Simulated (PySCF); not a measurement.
PBE on Ho (holmium, neutral), [Xe] 4f12 6s1, one real determinant (an excited configuration). Calculation: PySCF 2.14, in cc-pVDZ-X2C (8s7p5d3f1g, 84 functions); scalar relativity by spin-free X2C-1e.

```
cycle= 1 E= -12613.6845273087  delta_E= 1.83  |g|= 3.81  |ddm|= 8.12
cycle= 2 E= -12607.5795152123  delta_E= 6.11  |g|= 7.34  |ddm|= 8.54
cycle= 3 E= -12615.3285508729  delta_E= -7.75  |g|= 0.994  |ddm|= 3.68
cycle= 4 E= -12615.0419237965  delta_E= 0.287  |g|= 1.86  |ddm|= 2.66
cycle= 5 E= -12615.0124539794  delta_E= 0.0295  |g|=  1.8  |ddm|=   27
cycle= 6 E= -12615.5312877498  delta_E= -0.519  |g|= 0.525  |ddm|= 26.5
cycle= 7 E= -12615.5774746237  delta_E= -0.0462  |g|= 0.119  |ddm|= 1.03
cycle= 8 E= -12615.5797479193  delta_E= -0.00227  |g|= 0.0175  |ddm|= 0.213
cycle= 9 E= -12615.5797880808  delta_E= -4.02e-05  |g|= 0.00211  |ddm|= 0.0356
cycle= 10 E= -12615.5797884541  delta_E= -3.73e-07  |g|= 0.000884  |ddm|= 0.00888
cycle= 11 E= -12615.5797885681  delta_E= -1.14e-07  |g|= 2.5e-05  |ddm|= 0.00163
cycle= 12 E= -12615.5797885682  delta_E= -1.22e-10  |g|= 1.03e-05  |ddm|= 0.000169
converged SCF energy = -12615.5797885682  <S^2> = 3.7527463  2S+1 = 4.0013729
```

Highest occupied orbital energy: 4.329 eV; ⟨L²⟩ = 24.08; populations by l: s 11.00, p 24.00, d 20.00, f 12.00.

Can this result be used?

Not for this state. Self-consistency was reached. ⟨L²⟩ = 24.08 against 30 for a pure H term, so this real determinant mixes terms. Spin-orbit coupling, absent here, splits the open shell strongly. At PBE the highest occupied level has a positive energy, so only the finite basis holds that electron; for this excited configuration the basis is too tight for the outer shell.
